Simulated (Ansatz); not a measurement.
The cluster Cd₂F₂⁺. Charge 1, multiplicity 2. Geometry r2SCAN-D4/def2-TZVP; atoms count from 1.

Cartesian coordinates in Å:
```
Cd 1.131 -0.124 1.192
Cd -1.132 0.123 -1.190
F 0.390 -1.202 -0.496
F -0.390 1.202 0.494
```

In the def2 sets Cd takes a core potential; there is no spin–orbit coupling. Another isomer (doublet) lies 0.33 eV lower at PBE0-D4/def2-TZVP; other spin states weren't run for this one.

Question: Estimate the Mulliken populations from the PBE0/def2-TZVP orbitals of Ansatz.

Answer: 
| atom | charge (e) | spin (α − β) | d electrons |
| --- | --- | --- | --- |
| Cd1 | 1.04 | 0.51 | 10.03 |
| Cd2 | 1.04 | 0.50 | 10.03 |
| F3 | -0.54 | 0.00 | – |
| F4 | -0.54 | 0.00 | – |
Mulliken values and Mayer orders depend strongly on the basis.

Question: Where does the spin sit?

Answer: Summed by element: Cd 1.01, F -0.01, of 1 unpaired in all. Largest on single atoms: Cd1 0.51, Cd2 0.50, F4 0.00.

Question: And the Mayer bond orders between bonded heavy atoms (over 0.3)?

Answer: Cd1–Cd2 0.40 (3.29 Å); Cd1–F3 0.36 (2.13 Å); Cd1–F4 0.36 (2.13 Å); Cd2–F3 0.36 (2.13 Å); Cd2–F4 0.36 (2.13 Å).
